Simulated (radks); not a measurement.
The numbers below are computed, except where a source is named.
Coulomb parameter of the 4d shell of the ruthenium ion Ru+ in the model configuration [Kr] 4d6 5s1, as a second difference U = [E(n + 1) + E(n - 1) - 2 E(n)] / (1)^2 with all orbitals relaxed. "Bare": the charge of the atom changes with n. "Screened": the 5s shell takes up the change at fixed total charge, which measures U(4d,4d) + U(5s,5s) - 2 U(4d,5s). Level of theory: scalar-relativistic Kohn-Sham, PBEsol, spin-unpolarised, spherical densities, point nucleus (a radial shooting solver on a logarithmic mesh with Libxc functionals).

case         configuration  E - E(n) (eV)
start         [Kr] 4d6 5s1          0.000
bare +1       [Kr] 4d7 5s1        -10.130
bare -1       [Kr] 4d5 5s1         21.348
screened +1       [Kr] 4d7         -2.830
screened -1   [Kr] 4d5 5s2          4.476

U(bare) = 11.218 eV, U(screened by 5s) = 1.645 eV, against the Slater integral F0(4d,4d) = 15.813 eV with frozen orbitals.
